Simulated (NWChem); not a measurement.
# Electron attachment to Sn (+1)

```
Sn
```
Charge +1, spin multiplicity 2.

All runs are NWChem calculations.

Basis set: def2-TZVPD. −ε marks an orbital energy of the parent.

Effective core potentials replace the inner electrons of Sn; spin-orbit coupling is left out. B3LYP has NWChem's definition, with VWN1-RPA local correlation. The stability of the SCF solutions was not checked. Open-shell Hartree-Fock references start from PBE0 orbitals.

One of these methods gave a vertical electron affinity of 9.86 eV. Which?
A) −ε(alpha LUMO) of r2SCAN
B) −ε(alpha LUMO) of PBE
C) −ε(alpha LUMO) of B3LYP
D) −ε(alpha LUMO) of HF

C, −ε(alpha LUMO) of B3LYP. The others give 10.27 (−ε(alpha LUMO) of r2SCAN), 10.47 (−ε(alpha LUMO) of PBE), 6.49 (−ε(alpha LUMO) of HF).
